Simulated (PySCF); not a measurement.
Cadmium: highly charged ions in a basis for the neutral atom

Cd(9+) [Kr] 4d3, Cd(10+) [Kr] 4d2. All numbers are calculated (PySCF 2.14, scalar relativity through the core potential, in aug-cc-pVDZ-PP with ECP28MDF (5s5p4d2f, 54 functions)). No spin-orbit coupling, so a gap to NIST mixes the basis error with missing relativistic terms.

Changed run: basis of the neutral atom used for a highly charged ion. This setting is unsound on purpose.

| species | method | sound run (hartree) | changed run (hartree) | converged |
| --- | --- | --- | --- | --- |
| Cd(9+) | UHF | not run | -142.84451 | yes |
| Cd(9+) | PBE | not run | -143.28582 | yes |
| Cd(9+) | BP86 | not run | -143.36579 | yes |
| Cd(10+) | UHF | not run | -136.45191 | yes |
| Cd(10+) | PBE | not run | -136.87158 | yes |
| Cd(10+) | BP86 | not run | -136.95199 | yes |

Ionisation energy of Cd(9+):

```
method  changed run (eV)  NIST (eV)
   UHF            173.95  173 ± 2.2
   PBE            174.54  173 ± 2.2
  BP86            174.53  173 ± 2.2
```

The contracted functions were made for the neutral atom and can be too rigid for a highly charged ion.
